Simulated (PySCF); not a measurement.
These 3 structures share the formula C2H8BNO2. Level of theory: PySCF 2.14.0, PBE0-D3(BJ)/def2-SVP geometry optimisation, gas phase. One conformer each; no zero-point energy, no entropy. No frequencies were run at this level. Point groups hold within 0.08 Å.

Task: Order them by energy at this level, lowest first, and give relative energies in kJ/mol.
A. `[CH3:1][N:2]([CH3:3])[B:4]([OH:5])[OH:6]` with N2–B4–O5–H 180°, N2–B4–O6–H 180°
B. `[CH3:1][C@@H:2]([NH2:3])[B:4]([OH:5])[OH:6]` with C1–C2–N3–H 72° and -176°, C1–C2–B4–O5 -129°, C2–B4–O5–H 180°, C2–B4–O6–H -1°
C. `[CH3:1][O:2][CH2:3][O:4][BH:5][NH2:6]` with C1–O2–C3–O4 -65°, O2–C3–O4–B5 179°, C3–O4–B5–N6 0°

Result: A (0.0), B (69.2), C (192.7).

As drawn, the lowest has an O–H bond, which the highest lacks; the highest has an N–H bond, which the lowest lacks.

| SMILES | E (Eh) | E rel (kJ/mol) | dipole (D) | point group | A, B, C (MHz) |
| --- | --- | --- | --- | --- | --- |
| CN(C)B(O)O | -310.63912 | 0.0 | 1.87 | C2v | 4875, 3199, 1980 |
| C[C@@H](N)B(O)O | -310.61277 | 69.2 | 1.78 | C1 | 4678, 2921, 1960 |
| COCOBN | -310.56572 | 192.7 | 2.72 | C1 | 10999, 1744, 1634 |
